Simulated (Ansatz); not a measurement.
The cluster Ti3: single points at one geometry.

```yaml
crystal:
  periodic: [false, false, false]
  atoms:
    - {symbol: Ti, position_ang: [0.332586, 0.947202, 1.073718]}
    - {symbol: Ti, position_ang: [0.292914, 0.319542, -1.079001]}
    - {symbol: Ti, position_ang: [-0.625500, -1.266743, 0.005273]}
basis:
  gaussian: {orbitals: def2-TZVP, initial_orbitals: start.molden}
hamiltonian: {xc: r2scan, dispersion: d4}
scf: {omitted_lower_state_checks: [starts]}
output: {orbitals: {seedname: orbitals}}
```

The file start.molden holds the orbitals of an earlier run on this structure, at another level or in another basis.

```sh
$ ansatz run in.yaml --threads 4 --pin off --events-out ev --progress --plain --max-ram 3916MiB
```

It prints (some lines left out):

```
Functional definition: r2SCAN
1239 factors; their error is unknown
mean field evaluation 1: about -69335.0296 eV, gradient 6.5e0 eV
mean field evaluation 2: about -69335.1880 eV, gradient 6.3e-1 eV
mean field evaluation 4: about -69335.1996 eV, gradient 3.4e-2 eV
mean field evaluation 8: about -69335.1873 eV, gradient 1.8e-5 eV
mean field evaluation 16: about -69335.1873 eV, gradient 3.5e-4 eV
mean field -69335.18733335 eV, -2548.0211374227 hartree, gradient 6.6e-6 eV, S^2 0.000000; 0 other end points of the search recorded, 0 dependent functions left out
reference -69335.18734332 eV, -2548.0211377891 hartree; 33, 33 occupied and 102, 102 virtual orbitals, 1239 factors
Total energy: -69335.20154463 eV, -2548.0216596776 hartree
Checks for a lower state left out: starts
```

Hardware: 4 threads of Intel Xeon on a shared host. Wall time 9 s.

As the first input, with `hamiltonian: {xc: pbe, dispersion: d4}` (abridged; 5.5 s):

```
Functional definition: PBE
mean field evaluation 16: about -69321.2086 eV, gradient 1.2e-6 eV
mean field -69321.20862652 eV, -2547.5074294217 hartree, gradient 1.1e-6 eV, S^2 0.000000
Total energy: -69321.29796592 eV, -2547.5107125840 hartree
Checks for a lower state left out: starts
```

First input, but with `hamiltonian: {xc: pbe0, dispersion: d4}` (abridged; 13 s):

```
Functional definition: PBE0
mean field evaluation 16: about -69320.2426 eV, gradient 5.8e-5 eV
mean field -69320.24264805 eV, -2547.4719303677 hartree, gradient 6.7e-6 eV, S^2 0.000000
Total energy: -69320.31834022 eV, -2547.4747120036 hartree
Checks for a lower state left out: starts
```

Geometry: PBE-D4/def2-TZVP, that of the charge +1 doublet.

A triplet lies near this restricted singlet, and broken spin symmetry wasn't tried. At PBE-D4/def2-TZVP an occupied level lies above an empty one. At PBE0-D4/def2-TZVP a triplet of charge 0 lies 1.27 eV below the restricted singlet at the same geometry. The structure comes from a short search, and lower isomers may exist.
